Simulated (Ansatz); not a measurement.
## Worked example: vertical energy of the triplet above the singlet of CsF (SMILES [F][Cs])

CsF has 2 atoms, charge 0, and is taken as a singlet. SMILES: `[F][Cs]`. The bond length is the measured one.

```csv
atom,x (Å),y (Å),z (Å)
F,0.0000,0.0000,0.0000
Cs,0.0000,0.0000,2.3454
```

Both states at this one shape; open shells run unrestricted unless said. 1 Eh = 27.2114 eV.

| level | program | singlet CsF (Eh) | triplet CsF (Eh) |
| --- | --- | --- | --- |
| HF/3-21G | Ansatz | -7628.930832 | -7628.886549 |
| HF/def2-TZVPP (core potential) | Ansatz | -119.381019 | -119.231559 |

Question: Work out the vertical gap, second state less first, at each level.

Answer: 
1. HF/3-21G: -7628.886549 − (-7628.930832) = 0.044283 Eh = 1.21 eV.
2. HF/def2-TZVPP (core potential): -119.231559 − (-119.381019) = 0.149460 Eh = 4.07 eV.

No measured value is set beside it here; the levels span 1.21 to 4.07 eV. Spin-orbit coupling, which splits open shells on such heavy atoms by tenths of an eV, is left out. All-electron rows are non-relativistic unless named.
